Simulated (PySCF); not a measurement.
Pd2: from constants to spectrum

ωB97M-V constants of Pd2, ³Σu⁺ (triplet), unpaired electrons σ ↑↑ (PySCF, scalar-relativistic core potentials, basis sets Pd def2-TZVPP with ECP28; masses 105.9035 and 105.9035 u):

| Quantity | Value |
| --- | --- |
| ωe | 212.1 cm⁻¹ |
| ωexe | 0.538 cm⁻¹ |
| Be | 0.051574 cm⁻¹ |
| αe | 0.000187 cm⁻¹ |
| D (centrifugal) | 1.22e-08 cm⁻¹ |
| De to Pd (4d10) + Pd (4d10) | 0.53 eV |

Give the vibrational terms G(v) and spacings up to v = 6.

G(v) = ωe(v+½) − ωexe(v+½)².

| v | G(v) (cm⁻¹) | G(v) − G(v−1) | Bv (cm⁻¹) |
| --- | --- | --- | --- |
| 0 | 105.9 |  | 0.05148 |
| 1 | 316.9 | 211.0 | 0.05129 |
| 2 | 526.9 | 209.9 | 0.05111 |
| 3 | 735.8 | 208.9 | 0.05092 |
| 4 | 943.6 | 207.8 | 0.05073 |
| 5 | 1150.3 | 206.7 | 0.05055 |
| 6 | 1355.9 | 205.6 | 0.05036 |

A state of this spin cannot dissociate to the ground-state fragments, so its own limit lies higher than the one that De refers to.

The metal atom is held in its measured ground configuration; semilocal functionals can put another filling of s and d lower by some tenths of an eV, and De to that atom would be smaller. Spin–orbit coupling is left out. The state is the lowest single determinant that the PBE0 search found; with open d or f shells the true ground state can be another one.
